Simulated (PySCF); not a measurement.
## Polarisability and C₆ of Ni⁺ (nickel, charge +1)

[Ar] 3d9, 2D determinant. Computed with PySCF 2.14 in x2c-TZVPPall with one added diffuse shell each of s, p, d, f type (7s6p5d3f1g, 80 functions), with the spin-free X2C one-electron Hamiltonian (Gaussian nucleus). Coupled (time-dependent) response in atomic units; α is the mean over directions.

| method | mean α (bohr³) | α xx, yy, zz | C₆ (like pair) | S(−4) |
| --- | --- | --- | --- | --- |
| UHF | 5.947 | 5.642, 5.642, 6.555 | 19.65 | 26.46 |
| PBE | 9.515 | 8.836, 8.836, 10.87 | 32.99 | 97.75 |
| PBE0 | 7.937 | 7.497, 7.497, 8.818 | 27.11 | 59.68 |

S(−4) is the Cauchy moment in α(ω) = α(0) + S(−4) ω² + …

α(iu) at PBE:

```tsv
u (hartree)	α(iu) (bohr³)
0	9.515
0.0500	9.280
0.100	8.675
0.200	7.131
0.300	5.845
0.500	4.273
0.750	3.205
1.00	2.530
1.50	1.706
2.00	1.241
3.00	0.7611
5.00	0.3820
```

For an ion, C₆ is the dispersion term alone; charge-induced terms of lower order in 1/R come first.

The components differ because the open shell of this determinant is not spherical; for a pure term their mean is the scalar polarisability.
